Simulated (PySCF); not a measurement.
Method: PBE-D3(BJ)/def2-TZVP // BP86-D3(BJ)/def2-SVP (PySCF 2.14.0). All species are isolated molecules in the gas phase. One relaxed conformer stands for a flexible species; it need not be the lowest. 

Reference species: [Zn(CH3)(H)] (neutral, multiplicity 1).

```json
{
 "charge on the central atom (meta-Löwdin)": "0.92 e",
 "coordination_number": "2",
 "LUMO": "-0.98 eV"
}
```

Changed species: [Zn(CH3)2] (0 of 2 CH3 replaced by H; the reference has 1 of 2 CH3 replaced by H).

**Question.** Give the shifts of the charge on the central atom (meta-Löwdin), coordination number and LUMO.

**Answer.** the charge on the central atom (meta-Löwdin) increases by 0.09 e, to 1.01 e; the coordination number hardly moves; the LUMO rises by 0.44 eV, to -0.54 eV.
